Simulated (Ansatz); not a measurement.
The cluster Hg₂O⁻. Charge -1, multiplicity 2. Geometry PBE-D4/def2-TZVP, that of the neutral singlet.

Cartesian coordinates in Å:
```
Hg -1.9306 0.5387 -0.4307
Hg 1.9304 -0.5399 0.4301
O 0.0002 0.0012 0.0005
```

In the def2 sets Hg takes a core potential; there is no spin–orbit coupling. At PBE-D4/def2-TZVPD the highest occupied level of the charge -1 doublet lies above zero (up to 0.24 eV). By energy differences its removal costs 2.08 eV (vertical, to the charge 0 singlet, at PBE-D4/def2-TZVPD); a positive level beside a positive removal energy at the same level points to self-interaction error. The structure comes from a short search, and lower isomers may exist.

Task: Estimate the α-spin orbital energies around the gap (eV) in Ansatz with PBE-D4/def2-TZVPD, r2SCAN-D4/def2-TZVPD, PBE0-D4/def2-TZVPD.

Result: 
```json
{"orbital": "HOMO−5", "PBE-D4/def2-TZVPD": "-4.92", "r2SCAN-D4/def2-TZVPD": "-5.26", "PBE0-D4/def2-TZVPD": "-6.61"}
{"orbital": "HOMO−4", "PBE-D4/def2-TZVPD": "-3.36", "r2SCAN-D4/def2-TZVPD": "-3.61", "PBE0-D4/def2-TZVPD": "-4.61"}
{"orbital": "HOMO−3", "PBE-D4/def2-TZVPD": "-1.57", "r2SCAN-D4/def2-TZVPD": "-1.81", "PBE0-D4/def2-TZVPD": "-2.32"}
{"orbital": "HOMO−2", "PBE-D4/def2-TZVPD": "-0.79", "r2SCAN-D4/def2-TZVPD": "-1.06", "PBE0-D4/def2-TZVPD": "-2.23"}
{"orbital": "HOMO−1", "PBE-D4/def2-TZVPD": "-0.79", "r2SCAN-D4/def2-TZVPD": "-1.06", "PBE0-D4/def2-TZVPD": "-2.23"}
{"orbital": "HOMO", "PBE-D4/def2-TZVPD": "0.24", "r2SCAN-D4/def2-TZVPD": "-0.05", "PBE0-D4/def2-TZVPD": "-0.65"}
{"orbital": "LUMO", "PBE-D4/def2-TZVPD": "2.93", "r2SCAN-D4/def2-TZVPD": "3.37", "PBE0-D4/def2-TZVPD": "3.39"}
{"orbital": "LUMO+1", "PBE-D4/def2-TZVPD": "2.93", "r2SCAN-D4/def2-TZVPD": "3.37", "PBE0-D4/def2-TZVPD": "3.39"}
{"orbital": "LUMO+2", "PBE-D4/def2-TZVPD": "3.04", "r2SCAN-D4/def2-TZVPD": "3.47", "PBE0-D4/def2-TZVPD": "3.55"}
{"orbital": "LUMO+3", "PBE-D4/def2-TZVPD": "3.04", "r2SCAN-D4/def2-TZVPD": "3.47", "PBE0-D4/def2-TZVPD": "3.55"}
{"orbital": "LUMO+4", "PBE-D4/def2-TZVPD": "3.50", "r2SCAN-D4/def2-TZVPD": "4.13", "PBE0-D4/def2-TZVPD": "3.96"}
{"orbital": "LUMO+5", "PBE-D4/def2-TZVPD": "3.57", "r2SCAN-D4/def2-TZVPD": "4.73", "PBE0-D4/def2-TZVPD": "3.98"}
{"orbital": "β HOMO", "PBE-D4/def2-TZVPD": "-0.57", "r2SCAN-D4/def2-TZVPD": "-0.77", "PBE0-D4/def2-TZVPD": "-1.68"}
{"orbital": "β LUMO", "PBE-D4/def2-TZVPD": "1.00", "r2SCAN-D4/def2-TZVPD": "1.31", "PBE0-D4/def2-TZVPD": "1.81"}
```
